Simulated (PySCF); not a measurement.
Method: PySCF with ωB97X-D3(BJ)/def2-TZVP // PBE0-D3(BJ)/def2-TZVP. Isolated molecules, 0 K electronic values unless said otherwise. Excitations are Tamm–Dancoff values on a coarser integration grid. The basis has no diffuse functions, so Rydberg states are missing or too high.

Reference species (SMILES): `[SiH](/Cl)=[SiH]\Cl` (neutral, multiplicity 1).

* **LUMO**: -1.04 eV
* **T1 excitation (TDA)**: 1.22 eV
* **HOMO–LUMO gap**: 7.29 eV
* **HOMO**: -8.33 eV

Changed species: `Cl/[SiH]=[SiH]\Cl`.

What does the change do to the LUMO, T1 excitation (TDA), HOMO–LUMO gap and HOMO?

the LUMO rises by 0.04 eV, to -1.00 eV; the T1 excitation (TDA) increases by 0.06 eV, to 1.28 eV; the HOMO–LUMO gap rises by 0.07 eV, to 7.36 eV; the HOMO decreases by 0.03 eV, to -8.36 eV.
